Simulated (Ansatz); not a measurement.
`N[SiH2]O[Si](N)(Cl)Cl` + `N[SiH](Cl)[GeH3]` → `N[SiH](Cl)[Si](N)(Cl)Cl` + `N[SiH2][O][GeH3]`  (redistribution)

Computed with Ansatz on PBE0-D4/def2-TZVP structures; ΔE is electronic, products minus reactants. CCSD(T)/CBS adds triple-zeta CCSD(T) − MP2 to the extrapolated MP2 energy (def2 sets, frozen cores). For Ge outer-core shells are correlated without core-valence functions, which leaves a few kJ/mol of doubt a bond. Scalar relativity is left out up to krypton. Each species was taken in one conformer, which may not be the lowest.

```tsv
species	CCSD(T)/CBS(def2) energy (Eh)
`N[SiH2]O[Si](N)(Cl)Cl`	-1686.19476
`N[SiH](Cl)[GeH3]`	-2883.36351
`N[SiH](Cl)[Si](N)(Cl)Cl`	-2070.14767
`N[SiH2][O][GeH3]`	-2499.36698
```

Problem. Work out ΔE.

Solution. ΔE = (-2070.14767) + (-2499.36698) − (-1686.19476) − (-2883.36351) = 0.04362 Eh = +114.5 kJ/mol.

Largest T1 diagnostic among the species: 0.012.

From PBE to PBE0 (25 % exact exchange), in def2-TZVPP and without D4, ΔE moves by +7.0 kJ/mol.
